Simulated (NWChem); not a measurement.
Molecule: C6H5, doublet; SMILES c1cc[c]cc1

In the optimisation the excess spin sits in a1 (C2v, its own frame). Not confirmed as a minimum by frequencies.

**Question.** Give the equilibrium geometry at PBE0/def2-SVP, spin-unrestricted (NWChem) as an XYZ file, with the point group.

**Answer.** point group C2v; any orientation.
```
11

C      0.0000     0.0000    -1.3982
C      1.2260     0.0000    -0.7721
C      1.2128     0.0000     0.6297
C      0.0000     0.0000     1.3211
C     -1.2128     0.0000     0.6297
C     -1.2260     0.0000    -0.7721
H      2.1681     0.0000    -1.3270
H      2.1580     0.0000     1.1801
H      0.0000     0.0000     2.4136
H     -2.1580     0.0000     1.1801
H     -2.1681     0.0000    -1.3270
```
